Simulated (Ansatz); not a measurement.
C$_{4}$H$_{9}$NaO, charge +1, doublet, at the geometry of the source list (a state made from the parent by changing its charge; the spin is typed, not shown lowest); CAM-B3LYP/6-31G run with Ansatz (an electronic-structure program).

Input for Ansatz:
Ansatz 0.2 input:
```yaml
crystal:
  periodic: [false, false, false]
  atoms:
    - {symbol: Na, position_ang: [1.75540000, 2.12710000, 1.42110000]}
    - {symbol: O, position_ang: [0.33980000, 0.98330000, 1.23090000]}
    - {symbol: C, position_ang: [-0.00320000, 0.13190000, 0.22460000]}
    - {symbol: C, position_ang: [1.09250000, -0.92960000, -0.01160000]}
    - {symbol: C, position_ang: [-1.31440000, -0.60360000, 0.59010000]}
    - {symbol: C, position_ang: [-0.23230000, 0.89090000, -1.10010000]}
    - {symbol: H, position_ang: [0.79550000, -1.64270000, -0.77630000]}
    - {symbol: H, position_ang: [1.27870000, -1.46100000, 0.91880000]}
    - {symbol: H, position_ang: [2.01770000, -0.43470000, -0.32360000]}
    - {symbol: H, position_ang: [-1.16720000, -1.15260000, 1.51560000]}
    - {symbol: H, position_ang: [-1.61260000, -1.29120000, -0.19690000]}
    - {symbol: H, position_ang: [-2.09990000, 0.12920000, 0.74920000]}
    - {symbol: H, position_ang: [0.69920000, 1.37720000, -1.40690000]}
    - {symbol: H, position_ang: [-0.98950000, 1.65590000, -0.94480000]}
    - {symbol: H, position_ang: [-0.55990000, 0.22000000, -1.89000000]}
basis:
  gaussian:
    orbitals: 6-31G
hamiltonian:
  xc: cam_b3lyp
total_charge: 1
magnetization: {spin_polarized: true, initial_magnetization: 1}
```

What the program printed (banner, timings and long lists left out):

```
Functional definition: CAM-B3LYP
1007 factors; integrals over basis functions are off by at most 1.6e-4 eV
446 factors; integrals over basis functions are off by at most 2.2e-5 eV
mean field evaluation 1: about -10732.9369 eV, gradient 5.2e1 eV
mean field evaluation 2: about -10724.5812 eV, gradient 7.1e1 eV
mean field evaluation 4: about -10745.3078 eV, gradient 6.4e0 eV
mean field evaluation 8: about -10745.8173 eV, gradient 5.7e-1 eV
mean field evaluation 16: about -10745.8199 eV, gradient 1.3e-3 eV
mean field evaluation 32: about -10745.8093 eV, gradient 4.8e-2 eV
mean field -10745.81986540 eV, -394.9015962751 hartree, gradient 3.2e-6 eV, S^2 0.753732; 2 other end points of the search recorded, 0 dependent functions left out
reference -10745.82001740 eV, -394.9016018612 hartree; 26, 25 occupied and 50, 51 virtual orbitals, 1007 factors
Total energy: -10745.82001740 eV, -394.9016018612 hartree
```
